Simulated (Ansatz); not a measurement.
Isolated molecules relaxed with PBE0-D4/def2-TZVP in Ansatz; ΔE leaves out vibrations. CBS: MP2 limit from def2 TZ/QZ plus the TZ coupled-cluster correction, frozen cores. DFT in def2-TZVPP. For V outer-core shells are correlated without core-valence functions, which leaves a few kJ/mol of doubt a bond. Scalar relativity is left out up to krypton. Each species was taken in one conformer, which may not be the lowest.

Reaction (substitution at a C–C bond): `CC(C)(C)F` + `[NH]=[V]([NH2])([NH2])[NH2]` → `C[N]=[V]([NH2])([NH2])[NH2]` + `CC(C)F`

CCSD(T)/CBS gives +0.22 eV.

(1) Another level gave +0.22 eV. Which?
A. ωB97M-V/def2-TZVPP
B. BLYP/def2-TZVPP
C. BHLYP/def2-TZVPP
D. r2SCAN0-D4/def2-TZVPP

Largest T1 diagnostic among the species: 0.032, so the coupled-cluster value is less sure than usual.

Results:

(1) D. r2SCAN0-D4 0.22, BHLYP 0.17, BLYP 0.07, ωB97M-V 0.27 eV.

The D4 term adds +0.04 eV with B3LYP and +0.02 eV with PBE0; it sums over pairs of atoms, weighted by their polarisabilities, and B3LYP, whose exchange is more repulsive, gets the larger term. From BLYP to BHLYP (50 % exact exchange), in def2-TZVPP and without D4, ΔE moves by +0.10 eV. Leaving LDA and LC-ωPBE aside and taking each functional with its dispersion term where it has one, the values, not all of them listed here, spread over 0.18 eV, from B2PLYP to ωB97M-V. LDA lies +0.08 eV from PBE without D4.

B3LYP here is the variant with VWN-RPA as its local correlation; programs differ in this.
